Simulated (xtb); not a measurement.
C3H9Al, triplet, at a GFN2-xTB geometry of the parent state (such geometries of metal compounds can be far from the true shape) (a higher spin typed on purpose: for a closed-shell molecule this is an excited state); GFN0-xTB in xtb.

The xtb input:
```
$ xtb mol.xyz --gfn 0 --chrg 0 --uhf 2 --json

# file mol.xyz
13

Al     0.01377557     0.00536366     0.00111920
C     -1.36712124    -1.42328928    -0.17712821
H     -1.44959113    -1.80169766    -1.20166716
H     -2.36933356    -1.07452599     0.09435791
H     -1.15117922    -2.28740004     0.46050578
C     -0.16027256     1.69622682    -1.04309429
H      0.69676512     1.87264152    -1.70193712
H     -0.23101461     2.58097547    -0.40129179
H     -1.05181885     1.69770984    -1.67955486
C      1.56875030    -0.25747259     1.22286490
H      2.24081454     0.60750024     1.22724421
H      2.17645426    -1.12614197     0.94751257
H      1.26311707    -0.42359105     2.26146089
```

The log (banner, timings and long lists left out):

```
   ID    Z sym.   atoms
    1   13 Al     1
    2    6 C      2, 6, 10
    3    1 H      3-5, 7-9, 11-13

           -------------------------------------------------
          |                Calculation Setup                |
           -------------------------------------------------

           -------------------------------------------------
          |                 G F N 0 - x T B                 |
           -------------------------------------------------

          ...................................................
          :                      SETUP                      :
          :.................................................:
          :  # basis functions                  40          :
          :  # atomic orbitals                  39          :
          :  # shells                           27          :
          :  # electrons                        24          :
          :  electronic temp.          300.0000000     K    :
          :  accuracy                    1.0000000          :
          :  -> integral cutoff          0.2500000E+02      :
          :  -> integral neglect         0.1000000E-07      :
          ...................................................

         :::::::::::::::::::::::::::::::::::::::::::::::::::::
         ::                     SUMMARY                     ::
         :::::::::::::::::::::::::::::::::::::::::::::::::::::
         :: total energy             -12.454889975168 Eh    ::
         :: gradient norm              0.085504482785 Eh/a0 ::
         :: HOMO-LUMO gap              2.247069124248 eV    ::
         ::.................................................::
         :: H0 energy                -12.579315142576 Eh    ::
         :: repulsion energy           0.184855201144 Eh    ::
         :: electrostat energy        -0.057821534840 Eh    ::
         :: -> Gsolv                   0.000000000000 Eh    ::
         ::    -> Gsasa                0.000000000000 Eh    ::
         ::    -> Gshift               0.000000000000 Eh    ::
         :: dispersion energy         -0.002608498896 Eh    ::
         :: short-range corr.          0.000000000000 Eh    ::
         :: add. restraining           0.000000000000 Eh    ::
         :: total charge               0.000000000000 e     ::
         :::::::::::::::::::::::::::::::::::::::::::::::::::::

           -------------------------------------------------
          |                Property Printout                |
           -------------------------------------------------

    * Orbital Energies and Occupations

         #    Occupation            Energy/Eh            Energy/eV
      -------------------------------------------------------------
         1        2.0000           -0.6289369             -17.1142
         2        2.0000           -0.6289311             -17.1141
         3        2.0000           -0.6216428             -16.9158
         4        2.0000           -0.5343579             -14.5406
         5        2.0000           -0.5307110             -14.4414
         6        2.0000           -0.5307047             -14.4412
         7        2.0000           -0.5242599             -14.2658
         8        2.0000           -0.5242591             -14.2658
         9        2.0000           -0.5226883             -14.2231
        10        2.0000           -0.4720377             -12.8448
        11        1.5006           -0.4263075             -11.6004
        12        1.4994           -0.4263032             -11.6003
        13        1.0000           -0.2620233              -7.1300 (HOMO)
        14                         -0.1794450              -4.8829 (LUMO)
        15                         -0.1633673              -4.4454
        16                         -0.1633651              -4.4454
        17                         -0.1363588              -3.7105
        18                         -0.1363491              -3.7102
        19                         -0.1344149              -3.6576
        20                         -0.1341083              -3.6493
        21                         -0.1341049              -3.6492
        22                         -0.0895692              -2.4373
        23                          0.0105286               0.2865
        24                          0.0446350               1.2146
       ...                                ...                  ...
        39                          1.3945470              37.9476
      -------------------------------------------------------------
                  HL-Gap            0.0825783 Eh            2.2471 eV
             Fermi-level            0.0000000 Eh            0.0000 eV

     #   Z          covCN         q      C6AA      α(0)
     1  13 Al       2.509     0.354   140.148    23.227
     2   6 C        3.608    -0.550    38.258     9.027
     3   1 H        0.924     0.143     1.438     1.875
     4   1 H        0.924     0.143     1.438     1.875
     5   1 H        0.924     0.145     1.425     1.867
     6   6 C        3.608    -0.550    38.258     9.027
     7   1 H        0.924     0.143     1.438     1.875
     8   1 H        0.924     0.143     1.438     1.875
     9   1 H        0.924     0.145     1.425     1.867
    10   6 C        3.608    -0.550    38.259     9.027
    11   1 H        0.924     0.145     1.425     1.866
    12   1 H        0.924     0.143     1.438     1.875
    13   1 H        0.924     0.143     1.438     1.875

 Mol. C6AA /au·bohr⁶  :       1666.365943
 Mol. C8AA /au·bohr⁸  :      62757.481293
 Mol. α(0) /au        :         67.158795

Wiberg/Mayer (AO) data.
largest (>0.10) Wiberg bond orders for each atom

 ---------------------------------------------------------------------------
     #   Z sym  total        # sym  WBO       # sym  WBO       # sym  WBO
 ---------------------------------------------------------------------------
     1  13 Al   2.415 --     6 C    0.647    10 C    0.647     2 C    0.647
     2   6 C    3.445 --     5 H    0.929     4 H    0.923     3 H    0.923
                             1 Al   0.647
     3   1 H    0.980 --     2 C    0.923
     4   1 H    0.980 --     2 C    0.923
     5   1 H    0.975 --     2 C    0.929
     6   6 C    3.445 --     9 H    0.929     7 H    0.923     8 H    0.923
                             1 Al   0.647
     7   1 H    0.980 --     6 C    0.923
     8   1 H    0.980 --     6 C    0.923
     9   1 H    0.975 --     6 C    0.929
    10   6 C    3.445 --    11 H    0.929    13 H    0.923    12 H    0.923
                             1 Al   0.647
    11   1 H    0.975 --    10 C    0.929
    12   1 H    0.980 --    10 C    0.923
    13   1 H    0.980 --    10 C    0.923
 ---------------------------------------------------------------------------

Topologies differ in total number of bonds
Writing topology from bond orders to xtbtopo.mol

 dipole moment from electron density (au)
     X       Y       Z
   0.0001  -0.0024  -0.0005  total (Debye):    0.006

           -------------------------------------------------
          | TOTAL ENERGY              -12.454889975168 Eh   |
          | GRADIENT NORM               0.085504482785 Eh/α |
          | HOMO-LUMO GAP               2.247069124248 eV   |
           -------------------------------------------------

normal termination of xtb
```
